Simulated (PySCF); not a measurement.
H₁₀O₃SSi₄.
Numbering: `[SiH3:1][O:2][SiH:3]([O:4][SiH3:5])[O:6][SiH2:7][SH:8]` (hydrogens: H9, H10, H11 on Si1; H12 on Si3; H13, H14, H15 on Si5; H16, H17 on Si7; H18 on S8)

Method used: PBE0-D3(BJ)/def2-SVP geometry optimisation, gas phase (PySCF).

Q: Give the optimised bond lengths and angles.

A: 
```json
{"bond": "Si1–O2, O4–Si5", "length (Å)": "1.662", "order": "single"}
{"bond": "O2–Si3, Si3–O4", "length (Å)": "1.642", "order": "single"}
{"bond": "Si3–O6", "length (Å)": "1.653", "order": "single"}
{"bond": "O6–Si7", "length (Å)": "1.657", "order": "single"}
{"bond": "Si7–S8", "length (Å)": "2.150", "order": "single"}
{"bond": "Si1–H9 and 5 like bonds", "length (Å)": "1.492", "order": "single"}
{"bond": "Si3–H12", "length (Å)": "1.471", "order": "single"}
{"bond": "Si7–H16, Si7–H17", "length (Å)": "1.486", "order": "single"}
{"bond": "S8–H18", "length (Å)": "1.352", "order": "single"}
```

Bonds in one row agree within 0.01 Å and their mean is given. Orders are formal, as drawn. A selection of angles:
```json
{"angle": "Si1–O2–Si3", "degrees": "145.1"}
{"angle": "O2–Si3–O4", "degrees": "109.7"}
{"angle": "O2–Si3–O6", "degrees": "109.1"}
{"angle": "Si3–O4–Si5", "degrees": "147.2"}
{"angle": "Si3–O6–Si7", "degrees": "138.0"}
{"angle": "O6–Si7–S8", "degrees": "111.4"}
{"angle": "H18–S8–Si7", "degrees": "94.6"}
```

Dihedral angles: Si1–O2–Si3–O4 -10° (synperiplanar); O2–Si3–O4–Si5 86° (synclinal); O2–Si3–O6–Si7 -57° (synclinal); Si3–O6–Si7–S8 -1° (synperiplanar); H18–S8–Si7–O6 77° (synclinal). The mirror-image conformer, all signs reversed, is as good.

O6 (siloxane oxygen) is bent (angle 138.0°). Si7 (oxygen-bound silicon) is distorted tetrahedral (angles from 105.3° to 111.9°). O2 (siloxane oxygen) is bent (angle 145.1°). S8 (sulfur bonded to Si and H) is bent (angle 94.6°). Si1 (oxygen-bound silicon) is tetrahedral (angles from 108.9° to 110.8°). Si3 (oxygen-bound silicon) is tetrahedral (angles from 108.2° to 110.2°). The O–Si distances run from 1.640 Å (Si3–O4, drawn single) to 1.663 Å (O4–Si5, drawn single), a spread of 0.023 Å.

Point group: C1 (no symmetry element, even within 0.4 Å). Stationary, but not proved a minimum. One conformer, not necessarily the lowest (Si1–O2–Si3–O4 -10°, O2–Si3–O4–Si5 86°, O2–Si3–O6–Si7 -57°, Si3–O6–Si7–S8 -1°, O6–Si7–S8–H 77°).

Hardware: one thread, Arm Neoverse N1 (aarch64) (shared host). Cost: 13 min, 0.92 GiB resident at most. That covers the optimisation of the geometry.
